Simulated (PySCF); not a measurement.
## Electron correlation in Cr²⁺ (chromium, charge +2)

[Ar] 3d4, high-spin 5D determinant. Computed with PySCF 2.14 in x2c-TZVPPall with one added diffuse shell each of s, p, d, f type (7s6p5d3f1g, 80 functions), with the spin-free X2C one-electron Hamiltonian (Gaussian nucleus). Frozen: [Ar]; 4 electrons correlated.

```tsv
level	correlation energy (mhartree)
CCSD	-43.59
(T)	-0.34
CCSD(T)	-43.93
```

Diagnostics: T1 = 0.0042, D1 = 0.0061, largest double amplitude 0.017.

Is a single reference adequate?

Yes: T1 lies below 0.03 and no double amplitude reaches 0.07.
